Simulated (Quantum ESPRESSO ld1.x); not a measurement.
The mean radii <r> (bohr) of the occupied orbitals of an atom or ion are listed with their occupations. All-electron calculation, Dirac Kohn-Sham, PW91, spin-unpolarised, spherical densities, point nucleus. Program: ld1.x of Quantum ESPRESSO 7.5.

| orbital | occ. | <r> |
|---|---|---|
| 1s1/2 | 2 | 0.04860 |
| 2s1/2 | 2 | 0.2176 |
| 2p1/2 | 2 | 0.1883 |
| 2p3/2 | 4 | 0.1918 |
| 3s1/2 | 2 | 0.6517 |
| 3p1/2 | 2 | 0.6718 |
| 3p3/2 | 4 | 0.6826 |
| 3d3/2 | 4 | 0.8068 |
| 3d5/2 | 6 | 0.8133 |
| 4s1/2 | 2 | 2.338 |
| 4p1/2 | 1 | 3.385 |

Name the element and its charge. Open shells, if any, fill j = l - 1/2 first.

Answer. Z = 31, gallium, charge 0: Ga in [Ar] 3d10 4s2 4p1. The 1s radius gives Z: for a bare nucleus <r> = (2 gamma + 1)/(2Z) with gamma = sqrt(1 - (Z/c)^2), 0.04755 bohr for Z = 31, and screening makes it slightly larger (0.04860 here). The occupations add up to 31, and the charge is Z minus that.
